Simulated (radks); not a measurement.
Species: Nb+. Configuration: [Ar] 3d10 4s2 4p4 4d6 (not the ground configuration). Calculated with a radial shooting solver on a logarithmic mesh with Libxc functionals: Dirac Kohn-Sham, PBE, spin-unpolarised, spherical densities, finite nucleus; open shells are shared between the two j in proportion to 2j + 1; Fermi nuclear charge, rms radius 4.324 fm.

Radial electron density D(r) = 4 pi r^2 rho(r):

r (bohr),D(r) (e/bohr)
0.003437,6.619
0.004001,8.446
0.004621,10.57
0.005379,13.27
0.006212,16.32
0.007232,20.06
0.008352,24.10
0.009646,28.54
0.01123,33.53
0.01297,38.34
0.0151,43.16
0.01744,47.13
0.0203,50.24
0.02344,51.84
0.02729,51.89
0.03152,50.48
0.03669,47.95
0.04237,45.44
0.04933,43.83
0.05697,44.32
0.06579,47.28
0.0766,52.64
0.08846,58.37
0.103,62.73
0.1189,63.18
0.1385,58.92
0.1599,51.63
0.1861,43.77
0.215,39.50
0.2503,40.05
0.289,43.92
0.3338,47.37
0.3886,46.59
0.4488,40.36
0.5225,30.01
0.6034,20.26
0.7024,13.17
0.8112,10.23
0.9444,9.714
1.091,9.767
1.27,9.068
1.466,7.546
1.707,5.560
1.971,3.828
2.277,2.477
2.651,1.473
3.061,0.8417
3.564,0.4244
4.116,0.1979
4.791,0.07590
5.533,0.02555
6.442,0.006420
7.439,0.001343
8.661,0.0001892

D(r) has 4 maxima, at r = 0.0254, 0.112, 0.353, 1.05 bohr, and minima at 0.0513, 0.227, 0.922 bohr, inside which lie 2.06, 11.10, 29.47 electrons.
